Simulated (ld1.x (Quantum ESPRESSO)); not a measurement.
**How hard is this Al RRKJ potential?**

- Element: Al (Z = 13)
- Generator: ld1.x (Quantum ESPRESSO) 7.5
- Type: norm-conserving RRKJ (Kleinman–Bylander form)
- Functional: PBEsol
- Relativity: scalar-relativistic
- Frozen core: [He]
- Valence charge: 11
- Reference configuration: 2s2 2p6 3s2 3p0.5 (charge +0.5)
- Partial waves: 2s (bound): rc 0.90 bohr; 2p (bound): rc 0.90 bohr
- Local potential: the p channel
- Core correction: none
- rho0: 0.01

Occupied shells without a wave of their own: 3p, 3s. They enter only through the test configuration that unscreens the potential.

The pseudo-atom Hamiltonian at the reference potential is diagonalised in spherical Bessel functions j_l(qr) that vanish at 20 bohr, with q² up to the cutoff. All-electron valence levels (Ry): 2s -8.2086, 3s -0.8127, 2p -5.3933, 3p -0.4172.

How do the lowest levels (Ry) of each channel move with the cutoff, and are there ghosts?

```json
{"cutoff (Ry)": "8", "s #1": "-5.1088", "s #2": "-0.5440", "s #3": "-0.0971", "p #1": "-1.0081", "p #2": "-0.1314", "p #3": "-0.0057", "d #1": "-0.0611", "f #1": "0.0305", "Σ f·Δε (mRy)": "33150.4"}
{"cutoff (Ry)": "18", "s #1": "-5.9306", "s #2": "-0.6317", "s #3": "-0.1099", "p #1": "-1.6283", "p #2": "-0.1908", "p #3": "-0.0268", "d #1": "-0.0621", "f #1": "0.0305", "Σ f·Δε (mRy)": "27580.3"}
{"cutoff (Ry)": "35", "s #1": "-6.0007", "s #2": "-0.6381", "s #3": "-0.1108", "p #1": "-2.6045", "p #2": "-0.2667", "p #3": "-0.0440", "d #1": "-0.0624", "f #1": "0.0305", "Σ f·Δε (mRy)": "21532.3"}
{"cutoff (Ry)": "55", "s #1": "-6.4421", "s #2": "-0.6743", "s #3": "-0.1158", "p #1": "-3.5927", "p #2": "-0.3272", "p #3": "-0.0543", "d #1": "-0.0625", "f #1": "0.0305", "Σ f·Δε (mRy)": "14618.0"}
{"cutoff (Ry)": "90", "s #1": "-7.3380", "s #2": "-0.7400", "s #3": "-0.1248", "p #1": "-4.8122", "p #2": "-0.3847", "p #3": "-0.0629", "d #1": "-0.0626", "f #1": "0.0305", "Σ f·Δε (mRy)": "5348.4"}
{"cutoff (Ry)": "140", "s #1": "-8.0482", "s #2": "-0.7846", "s #3": "-0.1307", "p #1": "-5.3368", "p #2": "-0.4067", "p #3": "-0.0659", "d #1": "-0.0627", "f #1": "0.0305", "Σ f·Δε (mRy)": "680.4"}
{"cutoff (Ry)": "230", "s #1": "-8.2080", "s #2": "-0.7942", "s #3": "-0.1319", "p #1": "-5.3922", "p #2": "-0.4096", "p #3": "-0.0663", "d #1": "-0.0627", "f #1": "0.0305", "Σ f·Δε (mRy)": "8.1"}
{"cutoff (Ry)": "400", "s #1": "-8.2086", "s #2": "-0.7942", "s #3": "-0.1320", "p #1": "-5.3933", "p #2": "-0.4096", "p #3": "-0.0663", "d #1": "-0.0627", "f #1": "0.0305", "Σ f·Δε (mRy)": "0.0"}
```

Result: no extra level below or beside the all-electron valence levels (s, p, d, f tested); 10 mRy is reached at 230 Ry and 1 mRy at over 300 Ry.

Its largest configuration-test error is +1010 meV.
